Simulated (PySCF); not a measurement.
# BrF at RHF

Level: RHF. PySCF, no relativity, basis sets Br def2-SVP, F def2-SVP.

For BrF, the state is ¹Σ⁺ (singlet), closed shell. The bond length is 1.742 Å. The harmonic wavenumber is 751 cm⁻¹. The force constant is 5.09 mdyn/Å. The rotational constant Be is 0.3627 cm⁻¹, the anharmonicity ωexe is 2.64 cm⁻¹ and the vibration–rotation constant αe is 0.00200 cm⁻¹. The well depth De to Br + F is 0.24 eV and the dissociation energy D0 is 0.19 eV. The HOMO–LUMO gap is 13.60 eV, the bond order (Mayer) is 0.81 and the dipole moment (positive dipole means Br(−)F(+)) is -1.95 D.

Where the molecule has an RHF reference, its open-shell atoms are computed with UHF. Hartree–Fock leaves out correlation, which carries a large part of most bond energies and some tenths to 1 eV of ionisation energies.
